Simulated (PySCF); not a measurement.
Compound: C₅H₁₀N₂.
Atom-mapped SMILES: `[NH2:1][CH2:2][C:3]1=[CH:4][CH2:5][NH:6][CH2:7]1`

Cartesian coordinates in Å at the GFN2-xTB level; atoms count from 1:
```
atom  x, y, z in Å
N1     2.538    0.895    0.050
C2     1.737   -0.262   -0.307
C3     0.258   -0.126   -0.109
C4    -0.442    0.882    0.391
C5    -1.914    0.566    0.352
N6    -1.988   -0.866    0.047
C7    -0.694   -1.224   -0.536
H8     2.410    1.116    1.032
H9     2.237    1.702   -0.487
H10    1.930   -0.490   -1.362
H11    2.101   -1.114    0.280
H12   -0.079    1.822    0.767
H13   -2.433    0.811    1.280
H14   -2.396    1.124   -0.463
H15   -2.121   -1.383    0.910
H16   -0.786   -1.226   -1.631
H17   -0.367   -2.218   -0.225
```

NICS = −σ at a ghost point: NICS(0) at the centroid of the ring atoms, NICS(1) 1 Å to either side along the normal of their mean plane, zz for the tensor component along that normal. Level: GIAO PBE0/pcSseg-1 (PySCF, non-relativistic, gas phase) on the GFN2-xTB geometry, one conformer.

Ring bond lengths (Å), with Mayer bond orders in brackets: C3–C4 1.325 (1.84), C4–C5 1.506 (1.03), C5–N6 1.466 (1.01), N6–C7 1.464 (1.00), C7–C3 1.514 (1.01).

Task: What do the NICS probes read (ppm)?

Result: 
| ring | type | NICS(0) | NICS(1), two faces | NICS(1)zz, two faces | rms pucker (Å) | centre to ring atoms, mean (Å) |
| --- | --- | --- | --- | --- | --- | --- |
| C3–C4–C5–N6–C7 | 5-membered ring with N; formal bonds 1 double, 4 single | -2.7 | -3.5 / -2.3 | -4.5 / -3.6 | 0.09 | 1.23 |

Task: What can be read from them?

Result: 
- C3–C4–C5–N6–C7: mean NICS(1)zz -4.0 ppm, shielded. C5, C7 have four or more neighbours; no verdict on aromaticity is drawn.

Task: What field does 11.7 T along the ring normal induce along that normal at the second NICS(1) probe listed for ring C3–C4–C5–N6–C7, 1 Å off the ring?

Result: NICSzz × B0 = -3.6 ppm × 11.7 T = -42 μT, against the applied field.

Task: List the ring angles and the Hirshfeld charges of the ring atoms.

Result: 
- C3–C4–C5–N6–C7: C3 109.0° (-0.014 e), C4 110.3° (-0.078 e), C5 105.1° (-0.032 e), N6 106.1° (-0.181 e), C7 105.4° (-0.031 e); sum 535.9° against 540° for a flat convex ring.

Task: What are the shieldings of the ring atoms and their hydrogens in the same run (means over atoms taken as equivalent)?

Result: 
| atoms | environment | σ isotropic (ppm) |
| --- | --- | --- |
| C3 | fully substituted alkene carbon | 26.4 |
| C4 | alkene CH carbon | 59.4 |
| C5 | sp3 carbon bound to nitrogen | 127.4 |
| N6 | secondary amine nitrogen | 219.6 |
| C7 | sp3 carbon bound to nitrogen | 126.9 |
| H12 | vinylic hydrogen | 26.06 |
| H13 (×2) | methylene hydrogen | 27.84 |
| H15 | N–H hydrogen | 30.76 |
| H16 (×2) | methylene hydrogen | 28.10 |
